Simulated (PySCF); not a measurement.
Gas-phase reaction: 2 GaCl + 3 F2 = 2 GaF3 + 2 Cl

Energies from PySCF (xtb for GFN2), thermal terms from the rigid-rotor harmonic-oscillator model, ideal gas at 1 bar. † marks an energy on the PBE0/def2-TZVP geometry and frequencies; other levels use their own. CCSD(T) freezes the core. 6-31G* has spherical d functions here. Open shells (unrestricted): Cl (multiplicity 2, electronic degeneracy 6); the rest are closed-shell singlets. GFN2 has no spin-polarisation term. Spin-orbit splitting is ignored; it lowers the true energy and changes the entropy of Cl. B3LYP is the form with VWN-RPA correlation. Ga: all electrons, no relativistic terms. CCSD(T) isn't extrapolated to the basis-set limit; its ΔH°(298 K) is -1446.2 kJ in def2-SVP and -1436.0 kJ in def2-TZVPP. The harmonic model lacks anharmonicity and excited electronic states, which grow with temperature; levels with a mode under 35 cm⁻¹ are left out.

ΔH° and ΔS° at 298 K: B3LYP/6-31G* -1270 kJ, -167 J/K; B3LYP/def2-TZVP† -1330 kJ, -164 J/K; CCSD(T)/def2-SVP† -1446 kJ, -164 J/K; GFN2-xTB -1094 kJ, -136 J/K; HF/6-31G* -1633 kJ, -171 J/K.

Task: With the heat capacities included, give log10 K (1 bar) at 500, 600, 1200, 1400, 2500 K from B3LYP/6-31G*, B3LYP/def2-TZVP†, CCSD(T)/def2-SVP†, GFN2-xTB, HF/6-31G*.

Result: 
| T (K) | B3LYP/6-31G* | B3LYP/def2-TZVP† | CCSD(T)/def2-SVP† | GFN2-xTB | HF/6-31G* |
|---|---|---|---|---|---|
| 500 | 124.0 | 130.4 | 142.6 | 107.3 | 161.8 |
| 600 | 102.0 | 107.3 | 117.5 | 88.4 | 133.4 |
| 1200 | 47.2 | 49.9 | 55.0 | 41.3 | 62.8 |
| 1400 | 39.4 | 41.8 | 46.1 | 34.6 | 52.8 |
| 2500 | 19.1 | 20.5 | 22.9 | 17.2 | 26.5 |
